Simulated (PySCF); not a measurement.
C2H9N3Si, SMILES C/C=N/[SiH](N)N.

Geometry optimised at PBE0-D3(BJ)/def2-SVP. The structure was generated by enumeration; whether it is a known compound was not checked. Other conformers were not sampled.

Two levels are set side by side: PBE/def2-TZVP (PySCF) and r2SCAN/def2-TZVP (PySCF). Same geometry, gas phase. Differences are taken from unrounded values.

```json
[
 {"quantity": "orbital gap (eV)", "r2SCAN": "4.39"},
 {"quantity": "highest occupied level (eV)", "r2SCAN": "-5.53"},
 {"quantity": "lowest empty level (eV)", "r2SCAN": "-1.15"},
 {"quantity": "dipole moment (D)", "r2SCAN": "0.83"},
 {"quantity": "mean polarisability (bohr³)", "r2SCAN": "75.0"}
]
```

Task: What does PBE give, and how far is it from r2SCAN? (Estimate from the structure and the level; the computed values follow.)

Result: 
```csv
quantity,PBE,PBE minus r2SCAN
orbital gap (eV),3.90,-0.49
highest occupied level (eV),-5.27,0.26
lowest empty level (eV),-1.37,-0.23
dipole moment (D),0.71,-0.12
mean polarisability (bohr³),77.7,2.8
```

Rough cost on one machine, each run with all the roots and properties that it gave: r2SCAN against PBE about 4 times.
